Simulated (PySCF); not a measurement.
Species: CH7BSn.
Bonds: B1–Sn2, Sn2–C3. Hydrogens: H4, H5 on B1; H6, H7 on Sn2; H8, H9, H10 on C3.

Computed, not measured: PBE0-D3(BJ)/def2-SVP geometry optimisation, gas phase, def2 core potentials past Kr in PySCF.

Task: What internal coordinates does the optimisation give?

Result: 
```json
{"bond": "B1–Sn2", "length (Å)": "2.252"}
{"bond": "Sn2–C3", "length (Å)": "2.165"}
{"bond": "B1–H4, B1–H5", "length (Å)": "1.208"}
{"bond": "Sn2–H6, Sn2–H7", "length (Å)": "1.722"}
{"bond": "C3–H8, C3–H9, C3–H10", "length (Å)": "1.099"}
```

Bonds in one row agree within 0.01 Å and their mean is given. A selection of angles:
```json
{"angle": "Sn2–B1–H4", "degrees": "121.0"}
{"angle": "H4–B1–H5", "degrees": "117.9"}
{"angle": "B1–Sn2–C3", "degrees": "109.4"}
{"angle": "B1–Sn2–H6", "degrees": "112.4"}
{"angle": "B1–Sn2–H7", "degrees": "112.5"}
{"angle": "C3–Sn2–H6", "degrees": "107.4"}
{"angle": "H6–Sn2–H7", "degrees": "107.3"}
{"angle": "Sn2–C3–H8", "degrees": "110.2"}
{"angle": "H8–C3–H9", "degrees": "109.2"}
```

B1 (three-coordinate boron) is planar (angles 121.1°, 121.0° and 117.9°, sum 360.0°, 0.02 Å off the plane of its three neighbours). Sn2 (tin bonded to B, C and 2 H) is tetrahedral (angles from 107.3° to 112.5°).

Point group: near Cs, missed by 0.10 Å at most; the miss may be what the optimiser left on a soft mode. PBE0-D3(BJ)/def2-SVP frequencies: not computed here. One conformer, not necessarily the lowest (H–B1–Sn2–C3 -86° and 92°).

The run took 14 s wall on an Arm Neoverse V2 with one thread, no GPU, shared host with 96 logical CPUs at a one-minute load of 32, and the process peaked at 0.37 GiB of memory. These figures are those of the optimisation.
